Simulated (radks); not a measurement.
The selenium ion Se28+, 6 electrons, occupied as [He] 2s2 2p2.

All-electron calculation, Dirac Kohn-Sham, LB94 model potential, spin-unpolarised, spherical densities, finite nucleus; open shells fill j = l - 1/2 first; Fermi nuclear charge, rms radius 4.14 fm. Program: a radial shooting solver on a logarithmic mesh with Libxc functionals.

Energy parts (hartree):
kinetic: 1710.11192
electron-nucleus: -3470.66470
Hartree: 144.62399
(The LB94 potential has no energy functional, so no total or exchange-correlation energy is given.)

Orbitals (lengths in bohr, moments of r in powers of bohr):
orbital  occ.  eigenvalue (hartree)      <r>
1s1/2       2             -533.2057  0.04384
2s1/2       2             -118.7853   0.1844
2p1/2       2             -115.0812   0.1560
2p3/2       0             -113.2442   0.1593
3s1/2       0             -50.51019   0.4301
3p1/2       0             -49.38350   0.4056
3p3/2       0             -48.87056   0.4103

The highest occupied level is 2p1/2 at -3131.5 eV. For comparison, the ionisation energy in NIST's Atomic Spectra Database is 3146 eV (semi-empirical). In exact Kohn-Sham theory the highest level is minus the ionisation energy, but local and semilocal functionals leave it too shallow, through self-interaction and a potential that decays too fast; potentials with the right tail come closer.

Beside tabulated values, note that spin-unpolarised runs miss the spin-polarisation part of the exchange energy of open shells.
